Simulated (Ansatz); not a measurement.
Total energies of C2H8AlNSi (`C=N[CH]([AlH2])[SiH3]`).

```xyz
13

C    -1.2042   -1.1087    1.6483
N    -0.6737   -0.1094    1.0898
C     0.1079   -0.2767   -0.0961
Al    1.9599    0.3341    0.2209
Si   -0.5711    0.8688   -1.4307
H    -1.7919   -0.9624    2.5522
H    -1.1018   -2.1335    1.2648
H     0.1177   -1.3093   -0.4968
H     2.9946    0.1624   -0.9706
H     2.3726    0.9698    1.6085
H    -0.2399    2.2853   -1.1005
H     0.0761    0.5344   -2.7281
H    -2.0462    0.7452   -1.5617
```

Total charge 0; spin multiplicity 1. The geometry is a stationary point of PBE0-D4/def2-TZVP. It is one conformer, not always the lowest. Basis def2-TZVPP, Ansatz.

RPA on PBE orbitals: Hartree–Fock energy of these orbitals -665.64503 Eh, correlation -1.30409 Eh (frozen core).

```csv
functional,kind,energy without D4 (Eh),D4 term (kJ/mol)
revPBE,GGA,-667.55526,-85.6
BLYP,GGA,-667.64893,-64.0
r2SCAN,meta-GGA,-667.57302,-7.4
PBE0,"global hybrid, 25 % exact exchange",-667.30572,-25.2
B3LYP,"global hybrid, 20 %",-667.76476,-47.6
r2SCANh,"meta-GGA hybrid, 10 %",-667.56253,-8.0
r2SCAN0,"meta-GGA hybrid, 25 %",-667.54801,-8.8
HSE06 (plane-wave form),screened hybrid,-667.28506,-23.6
BHLYP,"global hybrid, 50 %",-667.62777,-37.7
CAM-B3LYP,range-separated hybrid,-667.64930,-25.8
LC-ωPBE,long-range corrected hybrid,-667.44480,–
ωB97X-V,range-separated hybrid GGA with VV10,-667.58550,–
B2PLYP,double hybrid,-667.35272,–
PBE-QIDH,double hybrid,-667.11169,–
```

(1) Give the same for LDA (SPW92), PBE, B97M-V, ωB97M-V. (Estimate.)

B3LYP takes the VWN-RPA correlation (the form of Gaussian; ORCA's B3LYP/G). HSE06 is the plane-wave form, built on full-range PBE exchange. The double hybrids freeze the cores in their second-order part.

## Answers

(1) Ansatz gave: 
| functional | kind | energy without D4 (Eh) | D4 term (kJ/mol) |
| --- | --- | --- | --- |
| LDA (SPW92) | LDA | -664.27269 | – |
| PBE | GGA | -667.23926 | -29.6 |
| B97M-V | meta-GGA with VV10 | -667.57776 | – |
| ωB97M-V | range-separated hybrid meta-GGA with VV10 | -667.60173 | – |

LC-ωPBE has ω = 0.4 bohr⁻¹.
